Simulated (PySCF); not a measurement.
InBr3, SMILES [Br][In]([Br])[Br]. Atoms are numbered in the order given.

```xyz
4

In     0.0000     0.0000     0.0000
Br    -2.4831     0.0000     0.0000
Br     1.2416     2.1504     0.0000
Br     1.2416    -2.1504     0.0000
```

Geometry: PBE-D3(BJ)/def2-SVP. The isomer is the one that the SMILES or the coordinates give; other isomers of the formula were not compared. The def2 effective core potentials stand for the cores of In; spin–orbit coupling is left out.

Level of theory: TDA-ωB97X/def2-SVPD run with PySCF.

Vertical excitations; the highest root listed may be one member of a degenerate set. Gas-phase values at a fixed geometry. State labels are in the subgroup C2v.

**Question.** List the lowest excited states. (An estimate is asked for; the answer gives what the named calculation found.)

**Answer.** 
```
state  symmetry  energy (eV)  λ (nm)      f                            main pairs
-----  --------  -----------  ------  -----  ------------------------------------
S1           B1         4.70     264  0.000                        HOMO→LUMO 95 %
S2           A2         4.84     256  0.000          HOMO−4→LUMO (degenerate set)
S3           B2         4.84     256  0.000          HOMO−3→LUMO (degenerate set)
S4           A1         4.96     250  0.067          HOMO−1→LUMO (degenerate set)
S5           B1         4.96     250  0.067          HOMO−2→LUMO (degenerate set)
S6           B2         5.38     231  0.038                      HOMO−5→LUMO 94 %
S7           A2         5.98     207  0.000                      HOMO→LUMO+1 98 %
S8           A2         6.08     204  0.000        HOMO−2→LUMO+1 (degenerate set)
S9           B2         6.08     204  0.000        HOMO−1→LUMO+1 (degenerate set)
S10          A1         6.14     202  0.005  HOMO−3→LUMO+1 64 %, HOMO−7→LUMO 33 %
T1           B1         4.32     287      0                        HOMO→LUMO 93 %
T2           B1         4.40     282      0          HOMO−2→LUMO (degenerate set)
T3           A1         4.40     282      0          HOMO−1→LUMO (degenerate set)
T4           A2         4.50     276      0                      HOMO−4→LUMO 93 %
```
Triplets are in the Tamm–Dancoff approximation.
